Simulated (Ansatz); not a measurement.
Si₃S₄⁻. Charge -1, multiplicity 2. Geometry PBE-D4/def2-SVPD.

```xyz
7

Si    1.407    1.486    0.000
Si   -0.985    0.058   -0.582
Si    0.980   -0.930    0.504
S     0.230    1.280   -1.924
S     1.657   -2.324    1.787
S    -2.749   -0.817   -1.032
S    -0.541    1.247    1.246
```

B3LYP takes the VWN-RPA correlation. Another isomer (doublet) lies 0.71 eV lower at PBE0-D4/def2-TZVPD; other spin states weren't run for this one.

Estimate the α-spin orbital energies around the gap (eV) in Ansatz with HF/def2-TZVPD, LDA (SPW92)/def2-TZVPD, PBE-D4/def2-TZVPD, B3LYP-D4/def2-TZVPD, PBE0-D4/def2-TZVPD.


| orbital | HF/def2-TZVPD | LDA (SPW92)/def2-TZVPD | PBE-D4/def2-TZVPD | B3LYP-D4/def2-TZVPD | PBE0-D4/def2-TZVPD |
| --- | --- | --- | --- | --- | --- |
| HOMO−9 | -9.05 | -5.03 | -4.89 | -5.85 | -6.17 |
| HOMO−8 | -8.34 | -4.51 | -4.37 | -5.26 | -5.58 |
| HOMO−7 | -7.89 | -3.93 | -3.80 | -4.73 | -5.04 |
| HOMO−6 | -7.09 | -3.49 | -3.34 | -4.22 | -4.49 |
| HOMO−5 | -6.59 | -3.06 | -2.93 | -3.79 | -4.06 |
| HOMO−4 | -6.37 | -2.74 | -2.61 | -3.47 | -3.74 |
| HOMO−3 | -6.09 | -2.69 | -2.56 | -3.38 | -3.63 |
| HOMO−2 | -5.76 | -2.49 | -2.34 | -3.14 | -3.39 |
| HOMO−1 | -5.69 | -2.40 | -2.26 | -3.06 | -3.28 |
| HOMO | -5.01 | -1.74 | -1.67 | -2.42 | -2.67 |
| LUMO | 3.66 | 0.73 | 0.90 | 1.41 | 1.54 |
| LUMO+1 | 3.76 | 1.25 | 1.43 | 1.98 | 2.13 |
| LUMO+2 | 3.82 | 1.45 | 1.64 | 2.18 | 2.32 |
| LUMO+3 | 3.95 | 1.82 | 1.99 | 2.55 | 2.67 |
| LUMO+4 | 4.31 | 2.09 | 2.21 | 2.59 | 2.73 |
| LUMO+5 | 4.49 | 2.41 | 2.48 | 2.76 | 2.92 |
| β HOMO | -5.07 | -2.26 | -2.11 | -2.82 | -3.00 |
| β LUMO | 2.30 | -1.37 | -1.15 | -0.78 | -0.64 |
